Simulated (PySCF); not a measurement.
## Field gradients at the hydrogen positions

Compound: C5H13NSi.
Z-matrix (Å and degrees, GFN2-xTB geometry), rows numbered from 1:
```
C 
C   1  1.5293
C   2  1.5440  1  111.42
C   3  1.5307  2  104.88  1  -125.41
C   4  1.5259  3  102.27  2    25.61
N   5  1.4417  4  102.85  3   -39.04
Si  6  1.7085  2  124.88  1   -66.72
H   1  1.0870  2  110.04  3  -179.76
H   1  1.0879  2  110.12  3    60.63
H   1  1.0876  2  110.30  3   -59.58
H   2  1.0962  1  108.29  3   122.67
H   3  1.0906  2  109.81  1    -6.98
H   3  1.0883  2  111.81  1   113.01
H   4  1.0885  3  112.80  2   147.35
H   4  1.0903  3  110.38  2   -90.57
H   5  1.0900  4  113.38  3  -158.32
H   5  1.1007  4  110.22  3    80.15
H   7  1.4635  6  105.70  2   -36.26
H   7  1.4637  6  105.82  2  -156.10
H   7  1.4759  6  115.38  2    83.94
```

Level: PBE0/pcSseg-1 (PySCF, non-relativistic); Q(2H) = 0.00286 b; rigid geometry, the same for H and D, with no vibrational averaging.

Task: Rank these positions by the coupling χzz of a deuteron there, largest first.
A. H20 (Si–H hydrogen)
B. H11 (methine hydrogen)
C. H10 (methyl hydrogen)
D. H15 (methylene hydrogen)
E. H18 (Si–H hydrogen)

Result: C (212 kHz), D (206 kHz), B (196 kHz), E (109 kHz), A (102 kHz).

Task: Give the electric field gradient Vzz (the principal value of largest size), its asymmetry and the 2H coupling at each hydrogen.

Result: 
| atom | bonded to | bond length (Å) | Vzz (au) | η | χzz (kHz) |
| --- | --- | --- | --- | --- | --- |
| H8 | C1 | 1.087 | 0.3161 | 0.03 | 212 |
| H9 | C1 | 1.088 | 0.3151 | 0.02 | 212 |
| H10 | C1 | 1.088 | 0.3159 | 0.01 | 212 |
| H11 | C2 | 1.096 | 0.2914 | 0.03 | 196 |
| H12 | C3 | 1.091 | 0.3054 | 0.02 | 205 |
| H13 | C3 | 1.088 | 0.3130 | 0.01 | 210 |
| H14 | C4 | 1.089 | 0.3129 | 0.00 | 210 |
| H15 | C4 | 1.090 | 0.3069 | 0.01 | 206 |
| H16 | C5 | 1.090 | 0.3049 | 0.05 | 205 |
| H17 | C5 | 1.101 | 0.2859 | 0.02 | 192 |
| H18 | Si7 | 1.464 | 0.1624 | 0.04 | 109 |
| H19 | Si7 | 1.464 | 0.1619 | 0.04 | 109 |
| H20 | Si7 | 1.476 | 0.1523 | 0.02 | 102 |

Task: Average by the element that carries the hydrogen.

Result: on C: 206 kHz over 10 positions, mean bond length 1.091 Å; on Si: 107 kHz over 3 positions, mean bond length 1.468 Å.

Task: How does χzz go with the bond length over the 10 C–H bonds?

Result: A straight-line fit has a slope of -15.8 kHz for each 0.01 Å, with a correlation coefficient of -0.98, over lengths from 1.087 to 1.101 Å. The longer bonds have the smaller couplings here.

The structure is a single GFN2-xTB conformer in the gas phase; no vibrational or solvent corrections. GFN2-xTB bond lengths can be off by several hundredths of an ångström, more for odd bonds, and the gradients follow them. With so small a basis the couplings can be 20 % off.
